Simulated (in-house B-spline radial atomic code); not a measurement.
A radial electron density 4πr²n(r) was computed for an atom or ion in its tabulated ground configuration with an all-electron radial atomic-structure program (B-spline basis); method: non-relativistic PBE0, spin-polarised, spherical fractional occupations. Columns: r (bohr), 4πr²n(r) (electrons per bohr), bar.

```
  0.0084   0.1569 #
 0.00946   0.1961 #
  0.0107   0.2465 ##
   0.012   0.3044 ##
  0.0136   0.3824 ##
  0.0153   0.4726 ###
  0.0172   0.5815 ####
  0.0194   0.7174 ####
  0.0219   0.8828 #####
  0.0247     1.08 #######
  0.0278     1.31 ########
  0.0313    1.581 ##########
  0.0353    1.902 ############
  0.0398    2.271 ##############
  0.0449    2.693 #################
  0.0506     3.16 ####################
   0.057    3.669 #######################
  0.0643     4.22 ##########################
  0.0725    4.791 ##############################
  0.0817     5.36 #################################
  0.0921    5.905 ####################################
   0.104    6.397 ########################################
   0.117     6.78 ##########################################
   0.132    7.037 ###########################################
   0.149    7.123 ############################################
   0.168    7.008 ###########################################
   0.189    6.691 #########################################
   0.213    6.166 ######################################
    0.24    5.467 ##################################
   0.271    4.625 #############################
   0.305    3.744 #######################
   0.344    2.857 ##################
   0.388    2.048 #############
   0.437    1.376 #########
   0.493   0.8498 #####
   0.555   0.4853 ###
   0.626   0.2486 ##
   0.705   0.1149 #
   0.795  0.04638
```

Which atom or ion is it?
A. N5+
B. N6+
C. O5+
D. F7+

A. The area under the curve, ∫4πr²n dr = ∫r·4πr²n d(ln r) on this logarithmic grid, is 2 electrons; among the options with that count, the innermost peak, which lies near 1/Z bohr, picks Z = 7. The configuration is 1s2.
